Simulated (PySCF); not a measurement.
BCl2H5Si2.
Atom-mapped SMILES: `[SiH3:1][SiH2:2][B:3]([Cl:4])[Cl:5]` (hydrogens: H6, H7, H8 on Si1; H9, H10 on Si2)

Structure used (PBE0-D3(BJ)/def2-SVP), in Å, numbered top down from 1:
```
atom  x, y, z in Å
Si1   -1.6265   -0.2598    0.3028
Si2    0.4329   -0.3873   -0.8244
B3     1.7361    0.6778    0.2831
Cl4    2.1282    2.3363   -0.1068
Cl5    2.4174   -0.0220    1.7357
H6    -1.4789   -0.8522    1.6674
H7    -2.6906   -1.0009   -0.4412
H8    -2.0346    1.1722    0.4406
H9     0.2858    0.1684   -2.2047
H10    0.8481   -1.8230   -0.8976
```

Method used: PySCF 2.14.0, PBE0-D3(BJ)/def2-SVP geometry optimisation, gas phase.

Take the most abundant isotopes and a rigid rotor. The values belong to one conformer with, in the numbering `[SiH3:1][SiH2:2][B:3]([Cl:4])[Cl:5]`, Si1–Si2–B3–Cl4 -98°.

Give the principal moments of inertia and the rotational constants in cm⁻¹.

Ia = 224.01, Ib = 487.80, Ic = 591.97 u·Å²; 505379 MHz·u·Å²/I gives 2256, 1036 and 853.7 MHz, that is A = 0.07525, B = 0.03456, C = 0.02848 cm⁻¹.

Classify the top.

An asymmetric top. Ray's parameter κ = (2B − A − C)/(A − C) = -0.740; −1 is the prolate and +1 the oblate limit.

Is it planar, by Δ = Ic − Ia − Ib?

Not planar: Δ = Ic − Ia − Ib = -119.84 u·Å². For a rigid frame Δ = −2 Σ m c², so Σ m c² = 59.92 u·Å² lies off the ab plane: 11.87 from hydrogen and 48.05 from heavier atoms. The atom farthest from that plane is 2.13 Å away.

Give the other two planar moments, Paa and Pbb, and the rms extents of the mass along the axes.

Paa = Σ m a² = (Ib + Ic − Ia)/2 = 427.88 and Pbb = Σ m b² = (Ia + Ic − Ib)/2 = 164.09 u·Å². With the mass M = 141.94 u, the rms extents √(P/M) along a, b and c are 1.74, 1.08, 0.65 Å.

List the rotational levels J(Ka,Kc) to J = 3 (K).

Above 0(0,0), as E/k:
J = 1: 1(0,1) 0.091, 1(1,1) 0.149, 1(1,0) 0.158
J = 2: 2(0,2) 0.271, 2(1,2) 0.322, 2(1,1) 0.348, 2(2,1) 0.524, 2(2,0) 0.525
J = 3: 3(0,3) 0.540, 3(1,3) 0.580, 3(1,2) 0.633, 3(2,2) 0.796, 3(2,1) 0.800, 3(3,1) 1.111, 3(3,0) 1.111
The levels of one J sum to (2J + 1)J(J + 1)(A + B + C)/3.

Which lines would a microwave search look for?

The dipole components are |μa| = 0.34 D, |μb| = 0.08 D, |μc| = 0.19 D. The squared components, which scale the intensities, stand as 1.00 : 0.05 : 0.30 (a : b : c). Some lines, for components of 0.1 D or more:

```csv
type,branch,"J(Ka,Kc)",MHz,lower level (cm⁻¹)
a,Q,"2(1,1) ← 2(1,2)",547,0.224
a,Q,"5(2,3) ← 5(2,4)",601,1.119
c,Q,"4(1,4) ← 4(0,4)",626,0.621
c,Q,"3(1,3) ← 3(0,3)",846,0.375
c,Q,"4(2,3) ← 4(1,3)",3061,0.703
c,Q,"3(2,2) ← 3(1,2)",3399,0.440
a,R,"2(1,1) ← 1(1,0)",3962,0.110
c,R,"2(1,1) ← 1(0,1)",5364,0.063
a,R,"3(1,3) ← 2(1,2)",5385,0.224
c,Q,"4(3,2) ← 4(2,2)",6345,0.814
c,R,"3(1,2) ← 2(0,2)",7534,0.188
c,Q,"5(4,2) ← 5(3,2)",9102,1.344
a,R,"5(0,5) ← 4(0,4)",9119,0.621
a,R,"5(2,4) ← 4(2,3)",9407,0.805
c,R,"4(1,3) ← 3(0,3)",9821,0.375
c,Q,"5(5,1) ← 5(4,1)",11761,1.647
c,R,"4(2,3) ← 3(1,3)",12036,0.403
c,R,"5(3,2) ← 4(2,2)",15881,0.814
c,R,"5(3,3) ← 4(2,3)",16118,0.805
c,R,"4(4,1) ← 3(3,1)",16741,0.772
c,R,"5(5,0) ← 4(4,0)",21252,1.331
c,R,"5(5,1) ← 4(4,1)",21252,1.331
```

Estimate the classical rotational partition function at 25 K, 50 K and 500 K.

Point group C1, symmetry number σ = 1; q = (√π/σ)·√((kT/h)³/(ABC)), k/h = 20836.6 MHz/K: 14900 at 25 K, 42200 at 50 K, 1330000 at 500 K.

Whether it is a minimum is left open (no frequencies). These are rigid-rotor constants of the computed structure; measured ground-state constants (B0) also hold zero-point vibration. A rigid rotor knows nothing of internal rotation, which can split or shift real lines. Quadrupole hyperfine structure (11B, 35Cl) is left out.
